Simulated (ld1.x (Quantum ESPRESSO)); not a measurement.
## u(r) = r·R(r): atom against pseudo-atom (Nb (Z = 41))

Columns: radius, all-electron u(r) and pseudo u(r) of the 4d shell (level -4.69 eV) of niobium in the configuration [Kr] 4d4 5s0.75 5p0; LDA (PZ), scalar-relativistic, PAW scheme, ld1.x (Quantum ESPRESSO) 7.5.

```csv
r (bohr),all-electron,pseudo
0.222,0.2979,-0.0044
0.445,0.1676,-0.0333
0.668,-0.1808,-0.1016
0.890,-0.4570,-0.2079
1.112,-0.6175,-0.3362
1.335,-0.6873,-0.4619
1.558,-0.6989,-0.5590
1.780,-0.6775,-0.6115
2.002,-0.6391,-0.6181
2.225,-0.5927,-0.5898
2.448,-0.5439,-0.5441
2.670,-0.4958,-0.4958
2.892,-0.4498,-0.4498
3.115,-0.4065,-0.4065
3.338,-0.3664,-0.3664
3.560,-0.3296,-0.3296
3.782,-0.2960,-0.2960
4.005,-0.2652,-0.2652
4.228,-0.2373,-0.2373
4.450,-0.2122,-0.2122
4.672,-0.1894,-0.1894
4.895,-0.1688,-0.1688
5.118,-0.1503,-0.1503
5.340,-0.1338,-0.1338
5.562,-0.1189,-0.1189
5.785,-0.1056,-0.1056
```

Task: How many radial nodes do the two functions have?

Result: The all-electron 4d function has n − l − 1 = 1; the pseudo-wave has 0, since the states of the same l below it are removed with the core.

Task: At about which radius was the pseudo-wave matched?

Result: 2.65 bohr, where the columns begin to agree (steps of 0.22 bohr).

Task: Is the pseudo-wave norm-conserving?

Result: No, it belongs to a PAW set: the norm inside the radius is not constrained, and the difference is carried by the augmentation charge.
